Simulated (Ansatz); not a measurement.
`N#C[SiH2][SiH2]Cl` + CH₃OH → `CO[SiH2]C#N` + `[SiH3]Cl` at 700 K and 1 bar (cleavage of the Si–Si bond).

Computed with Ansatz on PBE0-D4/def2-TZVP structures; ΔE is electronic, products minus reactants. CCSD(T)/CBS is the MP2 limit (def2-TZVPP, def2-QZVPP) plus CCSD(T) − MP2 in def2-TZVPP, frozen cores. This one scheme is used for every species. One conformer a species, not always the lowest.

```tsv
species	CCSD(T)/CBS energy (Eh)	H − E (kJ/mol)	S (J/(mol·K))
`N#C[SiH2][SiH2]Cl`	-1133.12837	196.2	490.0
CH₃OH	-115.61712	170.8	288.5
`CO[SiH2]C#N`	-498.08666	253.2	455.0
`[SiH3]Cl`	-750.69636	107.0	306.3
```

H − E and S are ideal-gas, rigid-rotor, harmonic terms from PBE0-D4/def2-TZVP, for one conformer and one mirror image of each species. 1 Eh = 2625.50 kJ/mol, R = 8.31446 J/(mol·K).

By hand: ΔE, ΔH, ΔS and ΔG.

ΔE = (-498.08666) + (-750.69636) − (-1133.12837) − (-115.61712) = -0.03753 Eh = -98.5 kJ/mol. Δ(H − E) = 253.2 + 107.0 − 196.2 − 170.8 = -6.8, so ΔH = -105.3 kJ/mol. ΔS = 455.0 + 306.3 − 490.0 − 288.5 = -17.2 J/(mol·K). ΔG = -105.3 − 700 × (-17.2)/1000 = -93.3 kJ/mol.

By hand: the equilibrium constant, and the temperature at which ΔG would vanish if ΔH and ΔS stayed fixed.

log₁₀ K = −ΔG/(RT ln 10) = 7.0. ΔG = 0 at ΔH/ΔS = 6122 K, far beyond where these terms or the molecules hold.

ΔH outweighs TΔS. A doubt of 5 kJ/mol in ΔE shifts log₁₀ K by 0.4 here. Other conformers and mirror images would add mixing entropy, several J/(mol·K) or more a flexible species. Modes under 60 cm⁻¹, often nearly free rotors, make the harmonic entropy too high. These are equilibria of isolated gas molecules and say nothing of rates. Largest T1 diagnostic: 0.013 (customary marks: 0.02 for closed shells, 0.045 for open ones).
